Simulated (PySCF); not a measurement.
# Iodine: a sound run and one with changed settings

Sound run: I⁺ [Kr] 4d10 5s2 5p4, I²⁺ [Kr] 4d10 5s2 5p3. Computed with PySCF 2.14 in x2c-SVPall (6s5p3d, 36 functions), with scalar relativity by spin-free X2C-1e. The sound run starts from symmetry-adapted Hartree-Fock orbitals and uses a fine grid where one is needed.

A second run was set up differently.

```csv
species,method,sound run (hartree),changed run (hartree),converged
I⁺,UHF,-7111.54266,-7111.54266,yes
I⁺,r2SCAN,-7114.41286,-7114.41380,yes
I⁺,M06-L,-7114.24403,-7114.24544,yes
I²⁺,UHF,-7110.89091,-7110.89091,yes
I²⁺,r2SCAN,-7113.72039,-7113.72039,yes
I²⁺,M06-L,-7113.55584,-7113.55584,yes
```

Ionisation energy of I⁺:

```csv
method,sound run (eV),changed run (eV)
UHF,17.735,17.735
r2SCAN,18.843,18.869
M06-L,18.726,18.765
```

(1) What was changed?
A. all electrons correlated in a valence basis
B. a valence shell is frozen
C. minimal basis
D. angular grid far too coarse

Results:

(1) D. It used 26 angular points. A coarse angular grid integrates products of high-l functions wrongly, so density functionals can shift, and the SCF can exploit the error; Hartree-Fock and MP2 need no grid.
